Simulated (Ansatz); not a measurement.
```yaml
crystal:
  periodic: [false, false, false]
  atoms:
    - {symbol: Si, position_ang: [-0.305640, -1.018319, 1.107883]}
    - {symbol: Si, position_ang: [-1.031903, 0.862355, 0.548263]}
    - {symbol: Si, position_ang: [-0.558455, -0.685440, -0.902226]}
    - {symbol: Si, position_ang: [1.195613, 0.255641, 0.297765]}
    - {symbol: Si, position_ang: [0.272806, 1.422586, -1.217273]}
basis:
  gaussian: {orbitals: cc-pVTZ-DK, final_grid: {core_spheres: 5, valence_spheres: 4, degree: 11}}
total_charge: -1
magnetization: {spin_polarized: true, initial_magnetization: 1}
hamiltonian: {xc: {name: SVWN5}, pseudopotentials: {relativity: scalar}}
scf: {lower_state_search: full}
```

```sh
$ ansatz run in.yaml --threads 4 --pin off --events-out ev --progress --plain --max-ram 3916MiB
```

Shortened log:

```
Functional definition: SVWN5
1345 factors; their error is unknown
mean field evaluation 1: about -39309.9817 eV, gradient 2.6e1 eV
mean field evaluation 2: about -39293.2463 eV, gradient 5.3e1 eV
mean field evaluation 4: about -39312.6997 eV, gradient 1.3e1 eV
mean field evaluation 8: about -39314.0505 eV, gradient 2.3e0 eV
mean field evaluation 16: about -39314.1123 eV, gradient 1.5e-1 eV
mean field evaluation 32: about -39313.9964 eV, gradient 1.7e-3 eV
mean field evaluation 64: about -39313.9932 eV, gradient 1.2e-1 eV
mean field evaluation 96: about -39313.9751 eV, gradient 8.4e-2 eV
mean field evaluation 128: about -39307.1764 eV, gradient 2.5e1 eV
mean field evaluation 160: about -39313.8801 eV, gradient 1.3e0 eV
mean field -39313.99642578 eV, -1444.7627206634 hartree, gradient 2.2e-6 eV, S^2 0.751662; 10 other end points of the search recorded, 0 dependent functions left out
reference -39313.99643313 eV, -1444.7627209338 hartree; 36, 35 occupied and 134, 135 virtual orbitals, 1345 factors
Total energy: -39313.99643313 eV, -1444.7627209338 hartree
Relativity: scalar
```

It took 13 s on 4 threads of Arm Neoverse V2 on a shared host, peak host memory 0.56 GiB.

DK, ANO-RCC and x2c sets are all-electron and run with scalar relativity unless a key says otherwise. The highest occupied level of an anion often lies above zero with these methods, and sets without diffuse functions describe the outer electron poorly.
